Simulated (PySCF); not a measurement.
Job file and geometry (Å, from GFN2-xTB) of an NMR shielding run on SMILES c1(OCCC)ccccc1, C$_{9}$H$_{12}$O, GIAO PBE0/pcSseg-1 NMR shielding, non-relativistic, gas phase (PySCF 2.14.0, density-fitted response routines); density fitting, a coarse starting grid and PySCF grid level 2 are the driver's defaults:

```
{"job": {"kind": "nmr", "xc": "PBE0", "basis": "pcSseg-1"}, "charge": 0, "multiplicity": 1}
C      3.758062    -0.340419    -0.940477
C      2.706514     0.045453     0.090731
C      1.297077    -0.123005    -0.467111
O      0.380822     0.250505     0.540703
C     -0.952524     0.184232     0.275112
C     -1.800035     0.568713     1.316289
C     -3.168434     0.538480     1.149959
C     -3.718830     0.125993    -0.054147
C     -2.882983    -0.255473    -1.086028
C     -1.506125    -0.229623    -0.931569
H      3.636551    -1.378570    -1.241669
H      4.755935    -0.217864    -0.528326
H      3.673170     0.284898    -1.826507
H      2.805806    -0.576905     0.981241
H      2.839623     1.084923     0.393744
H      1.167413     0.513032    -1.354880
H      1.134783    -1.170242    -0.760837
H     -1.356329     0.886781     2.246685
H     -3.812169     0.837898     1.963956
H     -4.790076     0.102573    -0.184485
H     -3.299498    -0.579344    -2.028976
H     -0.879164    -0.532652    -1.755631
```

**Question.** Write the output of this run.

**Answer.** 
```
coarse grid: 18304 points
cycle   1  E = -424.6959688369  dE =  1.581e+00  |g| = 5.925e-01  |ddm| = 4.344e+00
cycle   2  E = -424.6665812678  dE =  2.939e-02  |g| = 7.323e-01  |ddm| = 1.286e+00
cycle   3  E = -424.7727378992  dE = -1.062e-01  |g| = 1.063e-01  |ddm| = 7.208e-01
cycle   4  E = -424.7747385461  dE = -2.001e-03  |g| = 3.842e-02  |ddm| = 1.082e-01
cycle   5  E = -424.7750612637  dE = -3.227e-04  |g| = 8.069e-03  |ddm| = 4.052e-02
cycle   6  E = -424.7750739133  dE = -1.265e-05  |g| = 3.930e-03  |ddm| = 1.141e-02
cycle   7  E = -424.7750779238  dE = -4.010e-06  |g| = 8.965e-04  |ddm| = 4.310e-03
final grid: 176544 points
cycle   8  E = -424.8455957793  dE = -4.997e-05  |g| = 1.304e-02  |ddm| = 5.392e-02
cycle   9  E = -424.8455620993  dE =  3.368e-05  |g| = 1.890e-02  |ddm| = 2.327e-02
cycle  10  E = -424.8456310582  dE = -6.896e-05  |g| = 2.265e-03  |ddm| = 1.497e-02
cycle  11  E = -424.8456321964  dE = -1.138e-06  |g| = 2.936e-04  |ddm| = 2.649e-03
cycle  12  E = -424.8456322091  dE = -1.272e-08  |g| = 1.913e-04  |ddm| = 4.624e-04
cycle  13  E = -424.8456322189  dE = -9.863e-09  |g| = 4.079e-05  |ddm| = 2.104e-04
cycle  14  E = -424.8456322193  dE = -4.043e-10  |g| = 1.104e-05  |ddm| = 4.716e-05
converged SCF energy = -424.8456322193

GIAO shielding tensors (ppm)
atom      isotropic    diamagn.    paramagn.     s11        s22        s33       span
  0 C      175.492     245.168     -69.675    168.252    169.699    188.525     20.273
  1 C      159.500     246.727     -87.228    144.366    163.192    170.941     26.575
  2 C      114.655     249.564    -134.909     87.126    101.548    155.290     68.164
  3 O      205.136     402.843    -197.707    119.424    239.478    256.505    137.081
  4 C       20.800     251.810    -231.010    -63.088     10.317    115.170    178.258
  5 C       63.363     252.417    -189.054    -26.071     51.577    164.583    190.654
  6 C       51.873     253.318    -201.445    -58.872     38.805    175.685    234.557
  7 C       61.826     254.197    -192.371    -44.846     51.197    179.128    223.974
  8 C       52.267     252.779    -200.511    -59.074     40.043    175.833    234.907
  9 C       73.958     258.071    -184.113    -15.327     57.180    180.021    195.348
 10 H       30.805      28.435       2.370     26.500     28.965     36.950     10.450
 11 H       30.363      25.409       4.954     25.637     27.702     37.749     12.112
 12 H       30.801      28.320       2.481     26.498     28.951     36.954     10.457
 13 H       29.732      31.687      -1.955     24.900     29.540     34.756      9.857
 14 H       29.733      31.582      -1.849     24.908     29.536     34.755      9.847
 15 H       27.930      34.495      -6.565     23.519     28.995     31.275      7.756
 16 H       27.933      34.651      -6.718     23.524     28.997     31.279      7.755
 17 H       24.447      32.875      -8.428     20.313     24.151     28.876      8.563
 18 H       24.129      29.132      -5.003     20.693     24.753     26.941      6.248
 19 H       24.547      28.354      -3.807     21.224     25.560     26.858      5.634
 20 H       24.133      30.077      -5.944     20.570     24.475     27.354      6.784
 21 H       24.883      35.181     -10.299     20.126     24.235     30.287     10.160
```

**Question.** Turn these shieldings into chemical shifts. Chemical shifts δ = σref − σ; $^{13}$C (σ = 186.93 ppm) and $^{1}$H (σ = 31.72 ppm) against TMS; $^{17}$O (σ = 336.08 ppm) vs H2O, all at this level.

**Answer.** Averaging equivalent atoms: C 4: 166.1; C 6/8: 134.9; C 7: 125.1; C 5/9: 118.3; C 2: 72.3; C 1: 27.4; C 0: 11.4; O 3: 130.9; H 18/20: 7.59; H 19: 7.17; H 17/21: 7.05; H 15/16: 3.79; H 13/14: 1.98; H 10/11/12: 1.06 ppm. Experimental scales use liquid or dissolved standards, which lie at an offset from isolated H2O (liquid H2O: subtract about 36 ppm).

Size and cost of the density-fitted run: 230 basis functions, 53 s wall time on 1 thread of an Arm Neoverse V2, shared host.
